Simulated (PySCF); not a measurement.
## Correlation energy of Ru (ruthenium, neutral)

[Kr] 4d7 5s1, high-spin 5F determinant. Computed with PySCF 2.14 in def2-TZVP with the def2 core potential (28 electrons) (6s4p3d1f, 40 functions), with scalar relativity through the core potential. Frozen: 4s2 4p6; 8 electrons correlated.

MP2 pair energies summed by pair of shells (mhartree):

```json
{"pair": "4d-4d", "energy": "-114.97", "share (%)": "84.6"}
{"pair": "4d-5s", "energy": "-20.90", "share (%)": "15.4"}
```

Total MP2 correlation energy: -135.86 mhartree.

Same-spin part -61.97 and opposite-spin part -73.89 mhartree; SCS-MP2 scales them by 1/3 and 6/5 to -109.33 mhartree.
